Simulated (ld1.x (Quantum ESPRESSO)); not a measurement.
**Os (Z = 76), TM: configuration errors across variants**

ld1.x (Quantum ESPRESSO) 7.5 input, shortened:

```
&input
   title='Os', zed=76., rel=2, dft='REVPBE', iswitch=3,
   config='[Xe] 4f14 5d6 6s2 6p0', rel_dist='average'
 /
 &inputp
   pseudotype=2, tm=.true., lloc=2,
   nlcc=.true., new_core_ps=.true., rcore=1.35
 /
3
6S  1  0   2.00   0.00  2.35  2.35  0.0
6P  2  1   0.00   0.00  3.20  3.20  0.0
5D  3  2   6.00   0.00  1.95  1.95  0.0
 &test
   configts(1)='5d6 6s2 6p0'
 /
```

Open shells are filled in proportion to 2j + 1 (rel_dist='average').

All-electron excitation energies from the reference (eV): (1) 5d6 6s1 6p0 9.497; (2) 5d6 6s0 6p0 26.280; (3) 5d5 6s0 6p0 55.030; (4) 5d7 6s1 6p0 0.287.

Tests that are not counted but printed errors over 1 eV. “base”: 5d6 6s1 6p1 (solver errors, printed error -318 eV); 5d6 6s0 6p2 (solver errors, printed error -10.4 eV); 1 more. “wave 6s (bound): rc 2.35 bohr becomes 6s (bound): rc 1.52 bohr”: 5d6 6s0 6p2 (solver errors, printed error -13.9 eV); 5d6 6s1 6p1 (solver errors, printed error -2.8 eV); 1 more. “wave 6s (bound): rc 2.35 bohr becomes 6s (bound): rc 1.78 bohr”: 5d6 6s1 6p1 (solver errors, printed error -315 eV); 5d6 6s0 6p2 (solver errors, printed error -10.4 eV); 1 more. “wave 6s (bound): rc 2.35 bohr becomes 6s (bound): rc 2.12 bohr”: 5d6 6s1 6p1 (solver errors, printed error -316 eV); 5d6 6s0 6p2 (solver errors, printed error -310 eV); 1 more. “wave 6s (bound): rc 2.35 bohr becomes 6s (bound): rc 2.70 bohr”: 5d6 6s0 6p2 (solver errors, printed error -10.4 eV); 5d6 6s1 6p1 (solver errors, printed error -3.5 eV); 1 more.

A true bound ghost makes a file unfit for plane-wave use even where its test errors are small: the radial tests pick states by their node count and pass the ghost by. Where a test does run into it, the solver fails or the error is huge.

The file “base” misses its own reference levels by 0.6 eV. The file “wave 6s (bound): rc 2.35 bohr becomes 6s (bound): rc 1.52 bohr” misses its own reference levels by 0.6 eV. The file “wave 6s (bound): rc 2.35 bohr becomes 6s (bound): rc 1.78 bohr” misses its own reference levels by 0.6 eV. The file “wave 6s (bound): rc 2.35 bohr becomes 6s (bound): rc 2.12 bohr” misses its own reference levels by 0.6 eV. The file “wave 6s (bound): rc 2.35 bohr becomes 6s (bound): rc 2.70 bohr” misses its own reference levels by 0.6 eV. The file “wave 6s (bound): rc 2.35 bohr becomes 6s (bound): rc 2.96 bohr” misses its own reference levels by 0.6 eV. The file “wave 6s (bound): rc 2.35 bohr becomes 6s (bound): rc 3.20 bohr” misses its own reference levels by 0.6 eV. The file “wave 6s (bound): rc 2.35 bohr becomes 6s (bound): rc 3.54 bohr” misses its own reference levels by 0.6 eV.

Errors AE − PS in meV (a dash: test not solved or not reliable):

| change | (1) | (2) | (3) | (4) | bound ghosts |
| --- | --- | --- | --- | --- | --- |
| base | -12 | -59 | -82 | -68 | s, p3/2, p1/2 |
| wave 6s (bound): rc 2.35 bohr becomes 6s (bound): rc 1.52 bohr | -25 | -122 | -228 | -70 | s, p3/2, p1/2 |
| wave 6s (bound): rc 2.35 bohr becomes 6s (bound): rc 1.78 bohr | -7.6 | -34 | -119 | -50 | s, p3/2, p1/2 |
| wave 6s (bound): rc 2.35 bohr becomes 6s (bound): rc 2.12 bohr | -10 | -52 | -89 | -62 | s, p3/2, p1/2 |
| wave 6s (bound): rc 2.35 bohr becomes 6s (bound): rc 2.70 bohr | -11 | -57 | -93 | -64 | s, p3/2, p1/2 |
| wave 6s (bound): rc 2.35 bohr becomes 6s (bound): rc 2.96 bohr | -10 | -57 | -138 | -51 | s, p3/2, p1/2 |
| wave 6s (bound): rc 2.35 bohr becomes 6s (bound): rc 3.20 bohr | -10 | -66 | -204 | -37 | s, p3/2, p1/2 |
| wave 6s (bound): rc 2.35 bohr becomes 6s (bound): rc 3.54 bohr | -13 | -100 | -352 | -11 | s, p3/2, p1/2 |

Give the same row for: wave 6s (bound): rc 2.35 bohr becomes 6s (bound): rc 2.36 bohr.

-12, -60, -81, -68; bound ghosts: s, p3/2, p1/2. Not counted: 5d6 6s1 6p1 (solver errors, printed error -317 eV); 5d6 6s0 6p2 (solver errors, printed error -10.4 eV); 1 more.
